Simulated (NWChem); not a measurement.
System: BaH$_{2}$S$_{2}$; SMILES [SH][Ba][SH]

The following NWChem deck was run.

```
start job
memory heap 200 mb stack 900 mb global 1100 mb
geometry units angstroms
  Ba     0.470935     0.112729     0.121325
  S     -0.833900     1.083737    -2.147377
  H      0.079972     1.863430    -2.708146
  S     -1.173363    -1.564268     1.630150
  H     -0.385674    -1.936613     2.629373
end
basis spherical
  * library def2-svp
end
ecp
  Ba library def2-ecp
end
dft
  xc xpbe96 cpbe96
  disp vdw 4
  iterations 150
end
driver
  maxiter 120
end
task dft optimize
dft
  grid fine
  convergence energy 1d-8 density 1d-7
end
task dft freq numerical
```

def2 effective core potentials on Ba; no spin-orbit coupling.

The level has its own optimisation; frequencies are unscaled.

What results follow from this input? (PBE-D3(BJ)/def2-SVP with def2 effective core potentials on Ba.) Quantities: r Ba–S (Å); r H–S (Å); highest harmonic frequency (cm⁻¹); lowest (cm⁻¹); zero-point energy (kcal/mol).


```yaml
r Ba–S (Å): 2.881
r H–S (Å): 1.367
highest harmonic frequency (cm⁻¹): 2579
lowest (cm⁻¹): 49
zero-point energy (kcal/mol): 9.5
```
